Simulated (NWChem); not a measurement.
System: C3H8Si; SMILES [SiH3]C1CC1

The following NWChem deck was run.

```
start job
memory heap 200 mb stack 900 mb global 1100 mb
geometry units angstroms
  Si     0.051337    -1.427986     0.000000
  C     -0.571104     0.332377     0.000000
  C      0.173338     1.413364    -0.746501
  C      0.173338     1.413364     0.746501
  H     -0.415436    -2.172968    -1.211257
  H      1.549013    -1.407211     0.000000
  H     -0.415436    -2.172968     1.211257
  H     -1.662780     0.434543     0.000000
  H     -0.418596     2.172775    -1.264969
  H      1.101230     1.148407    -1.263474
  H      1.101230     1.148407     1.263474
  H     -0.418596     2.172775     1.264969
end
basis spherical
  * library sto-3g
end
dft
  xc hfexch
  iterations 150
end
driver
  maxiter 120
end
task dft optimize
task dft freq
```

Output (shortened):

```
             Northwest Computational Chemistry Package (NWChem) 7.3.0
             --------------------------------------------------------

 CS  symmetry detected

                             Geometry "geometry" -> ""
                             -------------------------

 Output coordinates in angstroms (scale by  1.889725989 to convert to a.u.)

  No.       Tag          Charge          X              Y              Z
 ---- ---------------- ---------- -------------- -------------- --------------
    1 Si                  14.0000     0.07064086     1.43452483     0.00000000
    2 C                    6.0000    -0.56909710    -0.31962626     0.00000000
    3 C                    6.0000     0.16466877    -1.40788837    -0.74650100
    4 C                    6.0000     0.16466877    -1.40788837     0.74650100
    5 H                    1.0000    -0.38877674     2.18406515    -1.21125700
    6 H                    1.0000     1.56803982     1.39900934     0.00000000
    7 H                    1.0000    -0.38877674     2.18406515     1.21125700
    8 H                    1.0000    -1.66172583    -0.41104203     0.00000000
    9 H                    1.0000    -0.43471137    -2.16143623    -1.26496900
   10 H                    1.0000     1.09512377    -1.15207737    -1.26347400
   11 H                    1.0000     1.09512377    -1.15207737     1.26347400
   12 H                    1.0000    -0.43471137    -2.16143623     1.26496900

 Effective nuclear repulsion energy (a.u.)     160.7512889882

      Symmetry information
      --------------------

 Group name             Cs
 Group number              2
 Group order               2
 No. of unique centers     8

                                Z-matrix (autoz)
                                --------

 Units are Angstrom for bonds and degrees for angles

[...]

      ----------------------
      Optimization converged
      ----------------------

  Step       Energy      Delta E   Gmax     Grms     Xrms     Xmax
  ---- ---------------- -------- -------- -------- -------- --------
@    5    -402.45282044 -1.9D-06  0.00007  0.00003  0.00083  0.00166
                                     ok       ok       ok       ok

                                Z-matrix (autoz)
                                --------

 Units are Angstrom for bonds and degrees for angles

[...]

 Rotational Constants
 --------------------
 A=   0.481932 cm-1  (  0.693377 K)
 B=   0.118444 cm-1  (  0.170411 K)
 C=   0.110537 cm-1  (  0.159034 K)

 Temperature                      =   298.15K
 frequency scaling parameter      =   1.0000

 Zero-Point correction to Energy  =   74.039 kcal/mol  (  0.117989 au)
 Thermal correction to Energy     =   77.098 kcal/mol  (  0.122864 au)
 Thermal correction to Enthalpy   =   77.690 kcal/mol  (  0.123808 au)

 Total Entropy                    =   71.158 cal/mol-K
   - Translational                =   38.723 cal/mol-K (mol. weight =  72.0395)
   - Rotational                   =   25.039 cal/mol-K (symmetry #  =        1)
   - Vibrational                  =    7.395 cal/mol-K

 Cv (constant volume heat capacity) =   15.944 cal/mol-K
   - Translational                  =    2.979 cal/mol-K
   - Rotational                     =    2.979 cal/mol-K
   - Vibrational                    =    9.985 cal/mol-K

[normal modes left out]

 ----------------------------------------------------------------------------
 Normal Eigenvalue ||           Projected Infra Red Intensities
  Mode   [cm**-1]  || [atomic units] [(debye/angs)**2] [(KM/mol)] [arbitrary]
 ------ ---------- || -------------- ----------------- ---------- -----------
    1       -0.000 ||    0.000011           0.000         0.011       0.005
    2       -0.000 ||    0.000003           0.000         0.003       0.001
    3        0.000 ||    0.000000           0.000         0.000       0.000
    4        0.000 ||    0.000002           0.000         0.002       0.001
    5        0.000 ||    0.000003           0.000         0.003       0.001
    6        0.000 ||    0.000004           0.000         0.004       0.002
    7      108.872 ||    0.000013           0.000         0.013       0.006
    8      292.499 ||    0.000027           0.001         0.026       0.012
    9      299.833 ||    0.000429           0.010         0.418       0.196
   10      708.729 ||    0.010816           0.250        10.544       4.941
   11      805.723 ||    0.052546           1.212        51.225      24.006
   12      838.654 ||    0.034682           0.800        33.809      15.844
   13      938.527 ||    0.001563           0.036         1.524       0.714
   14     1001.141 ||    0.011718           0.270        11.423       5.353
   15     1150.817 ||    0.015296           0.353        14.912       6.988
   16     1182.769 ||    0.401774           9.269       391.669     183.552
   17     1184.349 ||    0.009619           0.222         9.377       4.394
   18     1234.258 ||    0.075444           1.741        73.547      34.467
   19     1235.138 ||    0.093176           2.150        90.833      42.568
   20     1263.206 ||    0.005690           0.131         5.547       2.600
   21     1372.436 ||    0.000000           0.000         0.000       0.000
   22     1394.648 ||    0.001744           0.040         1.700       0.797
   23     1397.834 ||    0.000002           0.000         0.002       0.001
   24     1439.816 ||    0.000024           0.001         0.024       0.011
   25     1455.987 ||    0.000867           0.020         0.845       0.396
   26     1616.915 ||    0.004474           0.103         4.361       2.044
   27     1767.310 ||    0.000028           0.001         0.027       0.013
   28     1821.516 ||    0.001810           0.042         1.764       0.827
   29     2869.717 ||    0.012878           0.297        12.554       5.883
   30     2917.556 ||    0.024467           0.564        23.852      11.178
   31     2920.608 ||    0.023635           0.545        23.040      10.798
   32     3643.210 ||    0.002918           0.067         2.845       1.333
   33     3656.460 ||    0.000941           0.022         0.917       0.430
   34     3693.760 ||    0.001109           0.026         1.081       0.507
   35     3799.381 ||    0.000092           0.002         0.090       0.042
   36     3804.064 ||    0.000191           0.004         0.186       0.087
 ----------------------------------------------------------------------------
```

Level: Hartree-Fock/STO-3G.
